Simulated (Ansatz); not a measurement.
Molecule: sum formula Si₂HCl₄, net charge 0, doublet state. It need not be the lowest isomer of its formula. 
Geometry from a B3LYP-D3(BJ)/def2-TZVP (Ansatz, a first-principles code) optimisation:
```xyz
7

Cl     1.5695    -1.9544     0.8819
Si     1.1456    -0.1876    -0.0754
Cl     2.1120     1.3746     0.8431
Si    -1.1756     0.1931     0.1293
Cl    -1.6053     1.9594    -0.8610
Cl    -2.1474    -1.3675    -0.8222
H      1.6316    -0.2830    -1.4650
```
Charge 0, spin multiplicity 2.

Total electronic energies in hartree. Correlated levels leave the core frozen unless marked. UHF or UKS for open shells. Spin-orbit coupling is left out. Non-relativistic. Basis-set limits of correlation are two-point, X^-3; Hartree-Fock from the larger set. [CCSD(T)-MP2]/basis is that difference in the basis named.

| level | program | energy (Eh) |
|---|---|---|
| HF/6-31G* | Ansatz | -2416.51396 |
| HF/cc-pV(Q+d)Z | Ansatz | -2416.76774 |
| PBE0/def2-SVP | Ansatz | -2418.94347 |
| PBE0-D3(BJ)/def2-TZVPD | Ansatz + dftd3 | -2419.80439 |
| BHLYP-D3(BJ)/def2-TZVPD | Ansatz + dftd3 | -2420.65574 |
| B2PLYP-D3(BJ)/def2-TZVPD | Ansatz + dftd3 | -2419.88585 |
| B2PLYP-D4/def2-TZVPD | Ansatz + dftd4 | -2419.88226 |
| RI-MP2/cc-pV(Q+d)Z | Ansatz | -2417.81843 |
| RI-MP2/CBS(cc-pV(T+d)Z,cc-pV(Q+d)Z)+[CCSD(T)-MP2]/cc-pV(T+d)Z | Ansatz | -2418.0131 |

Totals of different functionals don't rank their quality; only differences between species are comparable.
